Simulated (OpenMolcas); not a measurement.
Tc4+: ligand-field states by method

Tc4+ with 6 ligands (chloride) in octahedral coordination (Oh) at 2.38 Å. A charge of +0.333 e stands 2.8 Å behind each ligand. Ligand basis ANO-RCC-VDZP.

```yaml
Program: OpenMolcas 26.06
Basis: ANO-RCC-VTZP [7s6p4d2f1g]
Scalar_Hamiltonian: DKH2, point nucleus
Active_space: 3 electrons in 5 orbitals (4d)
State_averaging: 2S+1 = 4 even, 10 roots; 2S+1 = 2 even, 40 roots
Spin-orbit_coupling: RASSI with atomic mean-field integrals over the reference wave functions
```

I. CASSCF
II. SS-CASPT2, IPEA 0.25 Eh, imaginary shift 0.1 Eh (closed shells correlated: 4s 4p and the ligand valence shells)

Spin-free states (labels of O, the rotations of Oh) in cm-1, each column counted from its own energy of the first state listed:

```
   State  Degeneracy      I     II
     4A2           1      0      0
      2E           2  14087   8860
     2T1           3  14773   8940
     2T2           3  21899  15310
     4T2           3  23367  27170
     4T1           3  30161  31890
     2A1           1  34265  32300
2S+1 = 2           3  34887  33220
2S+1 = 2           3  36299  34330
      2E           2  38120  35280
```

From I to II, I's first state of the same spin (4T2) moves from 23367 to 27170 cm-1, by about +3800 cm-1.

From I to II, I's first state of another spin (2E) moves from 14087 to 8860 cm-1, by about -5200 cm-1.

χT at 300 K: I 1.78, II 1.78 cm3 K/mol.

Roots that are degenerate in the reference are averaged as groups; the widest CASPT2 spread within a group is 650 cm-1 (the 3-fold group of multiplicity 2 near 60300 cm-1 above the lowest state of its run, II). Shifts and gaps below about the spread of the groups concerned are not significant. Over all roots computed the reference weight is 0.62 to 0.63 in II; a low but even weight reflects the number of correlated electrons. The least metal-like active orbital is 69 % on the metal (Löwdin) and no ligand orbital is active, so the numbers are rough. Ligand-to-metal charge-transfer states are missing. With no ligand orbital active B as a rule stays too high, so bands that hang on it stand too high and its fall with covalency is understated. Without dynamic correlation the repulsion within the d shell is too large (B by tens of per cent), so at a given field states of lower spin stand too high (holds for I). With metal d orbitals alone the field can be off either way by tens of per cent (holds for I). These CASPT2 states fit no ligand-field parameters well, so their order and spin gaps are uncertain (holds for II). With one d shell and no ligand orbital active, 10Dq can be off by a tenth or more (holds for II). The distance lies 1 % under the 2.41 Å that this model takes as the normal distance (a Shannon-type radius plus a fixed donor radius); by an R⁻⁵ law this alone changes a d-shell field by about +6 %. No measured value stands beside these numbers; the geometry was imposed, not optimised, and the real ion may take another.
